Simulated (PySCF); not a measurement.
**[TlI2]+ relaxed at several levels**

Computed with PySCF 2.14.0, def2-SVP on the ligands, density fitting, scalar-relativistic core potentials, no spin-orbit coupling, vacuum. Each row is relaxed at its own level from the same template. Distances are means of the shortest metal–ligand contacts, charges and spins Mulliken's; removal energies are rigid, with the ligand's formal charge and no counterpoise, so too large; for an anion taken off a cation in vacuum most of it is the attraction of opposite charges, and multiply charged cations can part far more cheaply with an electron moved from ligand to metal.

```csv
level,basis on the metal,point group,M–I (Å),charge on M (e),HOMO–LUMO gap (eV),removal of one I (eV),"strongest infrared band, degenerate modes summed (cm⁻¹)",unstable modes (below −25 cm⁻¹)
TPSS,def2-SVP with ECP60,D∞h,2.650,0.58,1.91,17.65,–,not given
```

**Question.** What does the calculation give for B3LYP, def2-SVP with ECP60?

**Answer.** point group: D∞h, M–I (Å): 2.661, charge on M (e): 0.57, HOMO–LUMO gap (eV): 3.06, removal of one I (eV): 15.05, strongest infrared band, degenerate modes summed (cm⁻¹): 232, unstable modes (below −25 cm⁻¹): 0.
```xyz
3

Tl    0.0000    0.0000    0.0000
I     0.0000    0.0000    2.6607
I     0.0000    0.0000   -2.6607
```

One start shape was tried for each, so a minimum needn't be the lowest isomer.
